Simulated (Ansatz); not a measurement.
Input file for Ansatz (a first-principles code): R-HF/def2-TZVPP on BrHTe (SMILES Br[TeH]), atoms moved off the minimum. Elements past Kr take the def2 small-core potentials; no spin–orbit coupling.

Ansatz 0.2 input:
```yaml
crystal:
  periodic: [false, false, false]
  atoms:
    - {symbol: Te, position_ang: [-0.62948332, -0.48915390, 0.69835035]}
    - {symbol: H, position_ang: [-1.64687165, -0.98852807, -0.48001580]}
    - {symbol: Br, position_ang: [0.96741222, 0.73770119, -1.04923008]}
basis:
  gaussian:
    orbitals: def2-TZVPP
hamiltonian:
  xc: {name: HF}
scf: {lower_state_search: off}
output: {forces: true}
```

Program output:

```
WARN ansatz: RAYON_NUM_THREADS=1 ignored (pool sized by the plan → 1); use --threads N
Functional definition: HF
these checks for a lower state are left out or cut short: stability, starts, cluster_reference, orbital_swaps, neighbouring_geometries, increment
integrals: 0.05 GiB planned
873 factors; integrals over basis functions are off by at most 8.7e-4 eV
mean field: 0.34 GiB planned
mean field evaluation 1: about -77279.8666 eV, gradient 1.2e1 eV
mean field evaluation 2: about -77279.9717 eV, gradient 1.2e1 eV
mean field evaluation 4: about -77280.5732 eV, gradient 1.6e0 eV
mean field evaluation 8: about -77280.5866 eV, gradient 1.3e-1 eV
mean field -77280.58671046 eV, -2840.0091789462 hartree, gradient 5.0e-6 eV, S^2 0.000000; 0 other end points of the search recorded, 0 dependent functions left out
the calculation of the forces begins
reference -77280.58671046 eV, -2840.0091789462 hartree; 30, 30 occupied and 82, 82 virtual orbitals, 873 factors
Total energy: -77280.58671046 eV, -2840.0091789462 hartree
Atom 0 at    -0.629483    -0.489154     0.698350 Å, force     1.102585     0.822710    -1.008693 eV/Å
Atom 1 at    -1.646872    -0.988528    -0.480016 Å, force    -0.098834    -0.050369    -0.099385 eV/Å
Atom 2 at     0.967412     0.737701    -1.049230 Å, force    -1.003751    -0.772341     1.108078 eV/Å
Dipole moment:    -0.361533    -0.264784     0.290316 e Å
Checks for a lower state left out: stability, starts, cluster_reference, orbital_swaps, neighbouring_geometries, increment
```

The run converged.

Cost: very roughly 2.0 core-seconds.
